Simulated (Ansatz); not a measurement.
Species: SiH$_{3}$Cl, charge 0, singlet. SiH3Cl (SMILES [SiH3]Cl).
B3LYP-D3(BJ)/def2-TZVP minimum from Ansatz (a program for electronic structure):
```
Si
H 1 1.4758
H 1 1.4758 2 110.45
H 1 1.4758 2 110.45 3 122.47
Cl 1 2.0663 2 108.48 4 118.76
```
Charge 0, spin multiplicity 1.

Hartree-Fock and CCSD(T) correlation energies in hartree (Ansatz). Open shells are spin-unrestricted; no spin-orbit coupling. Cores are frozen in correlated methods. No relativity.

| basis | X | E(HF) | E(corr, CCSD(T)) |
|---|---|---|---|
| cc-pV(T+d)Z | 3 | -750.26227 | -0.37036 |
| cc-pV(Q+d)Z | 4 | -750.26984 | -0.39933 |
| cc-pV(5+d)Z | 5 | -750.27116 | withheld |

Task: Fit E(corr) = E∞ + A/X³ to X = 3 and 4, predict X = 5, and compare with the run.

Result: A = (-0.37036 - (-0.39933))/(1/27 - 1/64) = 1.3530; E∞ = -0.39933 - A/64 = -0.42047; at X = 5, E∞ + A/125 = -0.40965. The run gave -0.40855, 1.10 mEh above the prediction. The same form on X = 4 and 5 gives E∞ = -0.41822, 2.25 mEh above the first estimate.
